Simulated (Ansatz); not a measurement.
Pulling on the Si1–I2 bond in H3ISi (SMILES [SiH3]I) (multiplicity 1 held, fragments rigid). Energies count from the point at 2.459 Å.
Geometry at that point (charge 0, multiplicity 1):
| atom | x (Å) | y (Å) | z (Å) |
|---|---|---|---|
| Si | -1.8413 | 0.0490 | 0.0181 |
| I | 0.6169 | -0.0164 | -0.0060 |
| H | -2.2729 | 1.4257 | -0.2930 |
| H | -2.3038 | -0.3479 | 1.3622 |
| H | -2.3415 | -0.8938 | -1.0014 |

Signs of static correlation in def2-SVP, with CASSCF(6,4), from Ansatz (an electronic-structure program) runs.

| R (Å) | T1 of restricted CCSD | ⟨S²⟩ of UHF | largest double amplitude of restricted CCSD | weight of the CASSCF reference in MRCISD | CASSCF natural occupations |
|---|---|---|---|---|---|
| 1.967 | 0.008 | 0.000 | 0.028 | 0.906 | 2.00 2.00 1.99 0.01 |
| 2.213 | 0.009 | 0.000 | 0.035 | 0.905 | 2.00 2.00 1.99 0.02 |
| 2.459 | 0.010 | 0.000 | 0.058 | 0.905 | 2.00 2.00 1.98 0.02 |
| 2.705 | 0.011 | 0.000 | 0.087 | 0.905 | 2.00 2.00 1.96 0.04 |
| 2.951 | 0.014 | 0.000 | (withheld) | 0.905 | 2.00 2.00 1.94 0.06 |
| 3.320 | 0.022 | 0.390 | 0.185 | 0.905 | 2.00 2.00 1.87 0.13 |
| 3.689 | 0.035 | 0.766 | 0.267 | 0.905 | 2.00 2.00 1.75 0.25 |
| 4.304 | 0.071 | 0.961 | 0.467 | 0.905 | 2.00 2.00 1.45 0.55 |
| 4.918 | (withheld) | 1.001 | 0.711 | 0.905 | 2.00 2.00 1.21 0.79 |
| 5.656 | 0.133 | 1.009 | 0.924 | 0.906 | 2.00 2.00 1.07 0.93 |
| 6.640 | 0.140 | 1.010 | 1.029 | 0.906 | 2.00 2.00 1.01 0.99 |
| 7.869 | 0.135 | 1.010 | 1.041 | 0.906 | 2.00 2.00 1.00 1.00 |

Question: Fill in the missing entries.

Answer: 
- 2.951, largest double amplitude of restricted CCSD: 0.122
- 4.918, T1 of restricted CCSD: 0.107

Doubts at one or more of the structures used: active orbitals that take no part (SC-NEVPT2 on CASSCF(6,4)/def2-SVP); a restricted determinant that unrestricted orbitals would lower (R-CCSD(T)/def2-SVP); other coupled-cluster roots lie near (R-CCSD(T)/def2-SVP); T1 above 0.05 (R-CCSD(T)/def2-SVP, U-CCSD(T)/def2-SVP); a spin-contaminated determinant (U-CCSD(T)/def2-SVP).
